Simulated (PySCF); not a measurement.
PySCF input file for SrF, SMILES [F][Sr+], charge +1, IEF-PCM-PBE0/def2-TZVPD. Geometry optimised at B3LYP-D3(BJ)/def2-TZVPD. The spin state was assumed, not searched. The def2 effective core potentials stand for the cores of Sr; spin–orbit coupling is left out.

```python
import numpy as np
from pyscf import gto, scf, dft
from pyscf.solvent import pcm

mol = gto.M(
    atom='''
    Sr    0.00000000    0.00000000   -0.38700469
    F     0.00000000    0.00000000    1.63401980
    ''',
    basis='def2-TZVPD',
    ecp={'Sr': 'def2-tzvp'},
    charge=1,
    spin=0,
    max_memory=1600,
    verbose=3,
)
mf = dft.RKS(mol, xc='pbe0').density_fit(auxbasis='def2-universal-jkfit')
mf.grids.level = 3
mf.conv_tol = 1e-9
mf.max_cycle = 100
mf.kernel()
res = {}
for name, eps in {'water': 78.355, 'chloroform': 4.7113, 'acetonitrile': 35.688}.items():
    s = mf.PCM()
    s.with_solvent.method, s.with_solvent.eps, s.with_solvent.lebedev_order = 'IEF-PCM', eps, 29
    s.kernel(mf.make_rdm1())
    res[name] = (s.e_tot, eps, s.dip_moment(), s.mo_energy, s.converged)
    print(f'{name}: electrostatic solvation free energy {(s.e_tot - mf.e_tot) * 627.509474:.3f} kcal/mol')
```

Log of the run:

```
converged SCF energy = -130.355307515386

WARN: PCM is an experimental feature. It is still in testing.
Features and APIs may be changed in the future.

converged SCF energy = -130.464790641974

WARN: System has nonzero charge 1; the dipole moment is origin-dependent.
Location of origin: [0. 0. 0.]

Dipole moment(X, Y, Z, Debye): -0.00000,  0.00000, -8.55677
water: electrostatic solvation free energy -68.702 kcal/mol

WARN: PCM is an experimental feature. It is still in testing.
Features and APIs may be changed in the future.

converged SCF energy = -130.44067180881

WARN: System has nonzero charge 1; the dipole moment is origin-dependent.
Location of origin: [0. 0. 0.]

Dipole moment(X, Y, Z, Debye): -0.00000, -0.00000, -8.29738
chloroform: electrostatic solvation free energy -53.567 kcal/mol

WARN: PCM is an experimental feature. It is still in testing.
Features and APIs may be changed in the future.

converged SCF energy = -130.462889549379

WARN: System has nonzero charge 1; the dipole moment is origin-dependent.
Location of origin: [0. 0. 0.]

Dipole moment(X, Y, Z, Debye):  0.00000, -0.00000, -8.53509
acetonitrile: electrostatic solvation free energy -67.509 kcal/mol
```

The run converged.

Cost: around 15 core-seconds (rough).
